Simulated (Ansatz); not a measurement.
Geometry optimisation, Ansatz, RKS r2SCAN-D4/STO-3G.

input.yaml

```yaml
crystal:
  periodic: [false, false, false]
  atoms:
    - { symbol: B, position_ang: [-0.7545, 0.5751, -1.0892] }
    - { symbol: Si, position_ang: [0.5348, 0.485, 0.2582] }
    - { symbol: B, position_ang: [-0.0037, -1.2988, 0.7016] }
    - { symbol: S, position_ang: [-1.1551, -1.1793, -0.7083] }
    - { symbol: H, position_ang: [-1.4897, 1.5359, -1.3795] }
    - { symbol: H, position_ang: [0.2927, 1.4509, 1.3551] }
    - { symbol: H, position_ang: [1.9255, 0.5448, -0.2924] }
    - { symbol: H, position_ang: [0.7422, -2.1707, 1.0987] }
basis:
  gaussian: { orbitals: STO-3G }
hamiltonian:
  xc: r2scan
  dispersion: d4
relax:
  f_tol: 0.02
  max_steps: 50
```

Command:

```bash
$ ansatz run input.yaml --threads 1 --pin off --max-ram 2048MiB --backend cpu --events-out ev --progress --plain --runs-dir out
```

Q: Where does it end, and by what steps?

A: The run converged. Limits of this set-up: minimal basis. After 9 steps the energy has fallen by 2.028 eV; H8 moved furthest, 0.74 Å. Parted: Si2–S4.

| step | energy less start (eV) | largest force component (eV/Å) | accepted |
| --- | --- | --- | --- |
| 0 | 0.0000 | 3.687 | yes |
| 1 | -1.5182 | 1.422 | yes |
| 2 | -1.8870 | 0.657 | yes |
| 3 | -1.9671 | 0.759 | yes |
| 4 | -1.9925 | 0.487 | yes |
| 5 | -2.0094 | 0.144 | yes |
| 6 | -2.0205 | 0.188 | yes |
| 7 | -2.0246 | 0.220 | yes |
| 8 | -2.0280 | 0.033 | yes |
| 9 | -2.0281 | 0.016 | yes |

```xyz
8
Properties=species:S:1:pos:R:3
B -0.828 0.480 -0.862
Si 0.677 0.640 0.365
B 0.094 -1.218 0.441
S -0.788 -1.300 -1.126
H -1.726 1.135 -1.231
H 0.726 1.538 1.501
H 1.918 0.745 -0.376
H 0.019 -2.078 1.233
```

Whether the end is a true minimum wasn't checked by a vibrational analysis.

Run time: 23 s on 1 thread of Arm Neoverse V2 (shared host), peak memory 0.13 GiB.
